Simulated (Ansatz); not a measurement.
Start from `C=CCOB(O)O` and change one atom or group to get `OB(O)[O][Zn][F]`.

Ansatz, PBE0-D4/def2-TZVP geometries, multiplicity 1. Each molecule was computed in one conformer, which needn't be the lowest.

Scalar relativity is left out up to krypton.

```csv
property,`C=CCOB(O)O`
HOMO–LUMO gap (B3LYP/def2-TZVPP) / eV,7.27
HOMO–LUMO gap (PBE0/def2-TZVPP) / eV,7.75
HOMO energy (ωB97M-V/def2-TZVPP) / eV,-9.95
HOMO energy (B3LYP/def2-TZVPP) / eV,-7.44
size of the dipole moment (B3LYP/def2-TZVPP) / D,0.18
HOMO energy (PBE/def2-TZVPP) / eV,-6.46
```

(1) What does the change do to each property? (An estimate is asked.)

Answers

(1) Ansatz gave: 
| property | `OB(O)[O][Zn][F]` | shift |
| --- | --- | --- |
| HOMO–LUMO gap (B3LYP/def2-TZVPP) / eV | 7.15 | -0.12 |
| HOMO–LUMO gap (PBE0/def2-TZVPP) / eV | 7.79 | 0.04 |
| HOMO energy (ωB97M-V/def2-TZVPP) / eV | -11.45 | -1.50 |
| HOMO energy (B3LYP/def2-TZVPP) / eV | -8.76 | -1.32 |
| size of the dipole moment (B3LYP/def2-TZVPP) / D | 3.68 | 3.50 |
| HOMO energy (PBE/def2-TZVPP) / eV | -7.38 | -0.92 |

Dipoles are sizes alone; their direction can turn.

B3LYP here is the variant with VWN-RPA as its local correlation; programs differ in this.
